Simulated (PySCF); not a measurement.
**Static response to an electric field**

Compound: C6H5NOSi.
Structure used (GFN2-xTB), in Å, numbered top down from 1:
```xyz
14
C6H5NOSi angstrom
C     -2.0271    1.3086    0.8114
C     -1.7398    0.1833    0.5014
C     -1.4305   -1.1433    0.1469
C     -0.2539   -1.5160   -0.3717
Si     1.1836   -0.3488   -0.7032
C      0.5412    1.1838   -1.5619
N      0.1567    2.1207   -2.0971
C      1.8467    0.3037    0.9850
O      2.9491    0.0709    1.4055
H     -2.2709    2.2951    1.0727
H     -2.2252   -1.8614    0.3183
H     -0.1165   -2.5624   -0.6127
H      2.2434   -0.9427   -1.5136
H      1.1427    0.9078    1.5968
```

Level: PBE0/def2-SVPD (PySCF), static field, nuclei fixed, core orbitals frozen in the response. The polarisability tensor in these axes (au):

```
x   110.63 -13.27  -3.63
y   -13.27 103.84   3.41
z    -3.63   3.41  86.55
```

Problem. What are the eigenvalues, a third of the trace, and Δα (Δα² = ½Σ(αi − αj)² over the three pairs)?

Solution. Principal values 85.82, 93.56 and 121.64 au; mean 100.34 au = 14.87 Å³ = 16.54 × 10⁻⁴⁰ C²·m²/J; Δα = 32.64 au (33 % of the mean).

Problem. What is the dipole moment, and where does it point?

Solution. (-1.93, -2.70, 1.03) D, 3.48 D in size, pointing from the negative to the positive side. Measured along this direction, the outermost atoms are N7 at the negative end and H11 at the positive end.

Problem. Rayleigh depolarisation ratio (linearly polarised light, static tensor)?

Solution. ρ = 3Δα²/(45ᾱ² + 4Δα²) = 3196.6/(453053 + 4262.1) = 0.00699.

Problem. Give the principal axes and the span of the nuclei along them.

Solution. Largest value along (0.78, -0.61, -0.14), where the nuclei span 5.86 Å; middle along (0.62, 0.78, 0.06), 4.79 Å; least along (0.07, -0.13, 0.99), 3.94 Å. The response follows the extents in order.

Problem. Molar refractivity from α?

Solution. Lorentz–Lorenz: R = (4π/3)N_A α = 2.5225 cm³/(mol·Å³) × 14.87 Å³ = 37.5 cm³/mol, in the limit of long wavelengths.

Problem. Traceless (Buckingham) quadrupole moment about the centre of nuclear charge: eigenvalues?

Solution. -19.33, 2.16, 17.16 D·Å. The values depend on the origin, since the dipole doesn't vanish. The electronic extent ⟨r²⟩ about the same centre is 1396 bohr², a root-mean-square distance of 2.36 Å for the 70 electrons.

Problem. In TDDFT the mean static polarisability is Σ f/ω² over all singlet excitations (ω in hartree). How much of it do the 8 lowest give? Their energies (eV) and oscillator strengths: 3.15, 0.0059; 4.34, 0.0580; 4.80, 0.0008; 4.83, 0.0617; 5.31, 0.1026; 5.54, 0.0019; 5.74, 0.0119; 6.12, 0.0011.

Solution. They add up to 7.72 au, 7.7 % of the 100.34 au; the largest single term is 2.69 au, from the state at 5.31 eV. Terms in order: 0.44, 2.27, 0.03, 1.95, 2.69, 0.05, 0.27, 0.02 au. Higher excitations give the rest. The strengths listed sum to 0.244.

Geometry: GFN2-xTB, one conformer, isolated molecule.

These values come from a run that also computed excited states. On an Intel Xeon at 2.50 GHz with one thread (shared host), this took 1.8 min of wall time and 0.88 GiB of memory at its peak.
